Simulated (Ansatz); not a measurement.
# From SiH4 to SiF4: predicting a member

On one Si centre, n of the H ligands are replaced by F. The atomisation energy (no zero-point term) y in kJ/mol at CCSD(T)/CBS estimate. Shapes, held fixed at every level: PBE0-D4/def2-TZVP. Programs: Ansatz 0.2.0.

| molecule | n | y (kJ/mol) |
| --- | --- | --- |
| SiH4 | 0 | 1363 |
| SiH3F | 1 | ? |
| SiH2F2 | 2 | 1871 |
| SiHF3 | 3 | 2145 |
| SiF4 | 4 | 2404 |

Fit y = c + s·n to the known rows and predict SiH3F.


1. Means of the 4 rows: n = 2.25000, y = 1945.8.
2. Σ(Δn)² = 8.75, Σ(Δn·Δy) = 2281.2, so the slope is 2281.2/8.75 = 260.71.
3. Intercept: 1945.8 − (260.71) × 2.25000 = 1359.2. The largest residual of the fit is 9.6.
4. SiH3F: 1359.2 + (260.71) × 1 = 1620 kJ/mol.

The run gave 1603 kJ/mol, so the prediction is off by +17 kJ/mol, more than the scatter of the fit. The steps per swap are +240, +268, +274, +259 kJ/mol. The slope is only an average step. Other levels give for SiH3F: B3LYP-D4/def2-TZVPP 1587; B2PLYP/def2-TZVPP 1578; CCSD(T)/def2-TZVPP 1562 kJ/mol. The CBS estimate extrapolates MP2 from def2-TZVPP and def2-QZVPP and adds CCSD(T) − MP2 in the triple-zeta set, cores frozen.
